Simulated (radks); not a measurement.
All-electron atom: Au75+ in [He] 2s2 (the NIST ground configuration). Method: scalar-relativistic Kohn-Sham, PBE, spin-polarised, spherical densities, finite nucleus; Fermi nuclear charge, rms radius 5.4371 fm; computed with a radial shooting solver on a logarithmic mesh with Libxc functionals.

Radial electron density D(r) = 4 pi r^2 rho(r):

r (bohr),D(r) (e/bohr)
0.0006368,5.144
0.0007009,5.961
0.0007654,6.816
0.0008425,7.880
0.0009274,9.098
0.001021,10.49
0.001115,11.93
0.001227,13.72
0.001351,15.73
0.001475,17.81
0.001624,20.35
0.001787,23.19
0.001967,26.36
0.002148,29.56
0.002365,33.40
0.002603,37.61
0.002842,41.78
0.003129,46.66
0.003444,51.88
0.003791,57.37
0.00414,62.60
0.004557,68.43
0.005016,74.29
0.005477,79.56
0.006029,85.05
0.006637,90.08
0.007306,94.43
0.007978,97.63
0.008781,100.0
0.009666,101.1
0.01056,100.7
0.01162,98.77
0.01279,95.09
0.01408,89.75
0.01537,83.54
0.01692,75.60
0.01863,66.85
0.02034,58.57
0.02239,49.81
0.02465,41.91
0.02713,35.41
0.02963,31.04
0.03261,28.16
0.0359,27.21
0.0392,27.74
0.04315,29.32
0.0475,31.23
0.05228,32.72
0.05709,33.15
0.06284,32.20
0.06917,29.66
0.07554,26.13
0.08315,21.40
0.09153,16.36
0.1007,11.60
0.11,7.895
0.1211,4.771
0.1333,2.624
0.1456,1.386
0.1602,0.6204
0.1764,0.2458
0.1942,0.08522
0.212,0.02838
0.2334,0.007338

D(r) has 2 maxima, at r = 0.00990, 0.0566 bohr, and minima at 0.0362 bohr, inside which lie 2.08 electrons.
